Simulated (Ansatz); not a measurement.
`CN[CH2][SnH3]` and `N[CH2][SnH3]` differ in one atom or group.

Ansatz, PBE0-D4/def2-TZVP geometries, multiplicity 1. Each molecule was computed in one conformer, which needn't be the lowest.

Elements past krypton have def2 core potentials.

| property | `CN[CH2][SnH3]` |
| --- | --- |
| HOMO–LUMO gap (B3LYP/def2-TZVPP) / eV | 6.33 |
| LUMO energy (PBE/def2-TZVPP) / eV | -0.45 |
| HOMO energy (ωB97M-V/def2-TZVPP) / eV | -8.85 |
| HOMO energy (PBE0/def2-TZVPP) / eV | -6.51 |
| HOMO energy (PBE/def2-TZVPP) / eV | -5.13 |
| LUMO energy (B3LYP/def2-TZVPP) / eV | 0.03 |

Problem. What does the change do to each property? (An estimate is asked.)

Solution. Computed: 
```csv
property,`N[CH2][SnH3]`,shift
HOMO–LUMO gap (B3LYP/def2-TZVPP) / eV,6.63,0.30
LUMO energy (PBE/def2-TZVPP) / eV,-0.42,0.03
HOMO energy (ωB97M-V/def2-TZVPP) / eV,-9.12,-0.27
HOMO energy (PBE0/def2-TZVPP) / eV,-6.80,-0.29
HOMO energy (PBE/def2-TZVPP) / eV,-5.40,-0.27
LUMO energy (B3LYP/def2-TZVPP) / eV,0.04,0.01
```

B3LYP here is the variant with VWN-RPA as its local correlation; programs differ in this.
